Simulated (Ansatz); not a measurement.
Calculation: frozen-core CCSD(T)/cc-pVTZ // M06-2X/def2-TZVP (Ansatz, a quantum-chemistry and plane-wave program).

Ansatz 0.2 input:
```yaml
crystal:
  periodic: [false, false, false]
  atoms:
    - { symbol: B, position_ang: [-1.13265, 0.033075, 0.16266] }
    - { symbol: C, position_ang: [0.395562, 0.112836, -0.199351] }
    - { symbol: O, position_ang: [0.724293, 0.867248, -1.080182] }
    - { symbol: O, position_ang: [1.267323, -0.648718, 0.473428] }
    - { symbol: H, position_ang: [-1.571721, 0.79438, 0.955891] }
    - { symbol: H, position_ang: [-1.822517, -0.718987, -0.437354] }
    - { symbol: H, position_ang: [2.153059, -0.468318, 0.117707] }
basis:
  gaussian: { orbitals: cc-pVTZ }
correlation:
  method: ccsd_t
```

Output:

```
Functional definition: HF
960 factors; integrals over basis functions are off by at most 8.1e-4 eV
mean field evaluation 1: about -5822.6163 eV, gradient 4.0e1 eV
mean field evaluation 2: about -5822.6180 eV, gradient 4.0e1 eV
mean field evaluation 4: about -5825.7728 eV, gradient 4.3e0 eV
mean field evaluation 8: about -5825.8376 eV, gradient 2.3e-1 eV
mean field evaluation 16: about -5825.8248 eV, gradient 2.0e0 eV
mean field -5825.83811820 eV, -214.0956019490 hartree, gradient 3.4e-6 eV, S^2 0.000000; 0 other end points of the search recorded, 0 dependent functions left out
4 core orbitals not correlated
reference -5825.83811820 eV, -214.0956019490 hartree; 11, 11 occupied and 147, 147 virtual orbitals, 960 factors
second order -19.57253270 eV of doubles, -0.00000000 eV of singles
cycle   1  -19.35361413 eV  change    2.2e-1 eV  update   1.2e-1
cycle   2  -19.89178110 eV  change   -5.4e-1 eV  update   3.8e-2
cycle   3  -20.03924236 eV  change   -1.5e-1 eV  update   2.3e-2
cycle   4  -20.02464700 eV  change    1.5e-2 eV  update   7.8e-3
cycle   5  -20.01800353 eV  change    6.6e-3 eV  update   4.8e-3
cycle   6  -20.02158397 eV  change   -3.6e-3 eV  update   2.1e-3
cycle   7  -20.02118268 eV  change    4.0e-4 eV  update   9.4e-4
cycle   8  -20.02095972 eV  change    2.2e-4 eV  update   3.4e-4
cycle   9  -20.02120088 eV  change   -2.4e-4 eV  update   1.2e-4
cycle  10  -20.02122550 eV  change   -2.5e-5 eV  update   3.5e-5
cycle  11  -20.02120490 eV  change    2.1e-5 eV  update   1.4e-5
perturbative correction -0.82881742 eV, -0.0304584786 hartree
Total energy: -5846.68814052 eV, -214.8618261367 hartree
```

Cost: roughly 70 core-seconds.
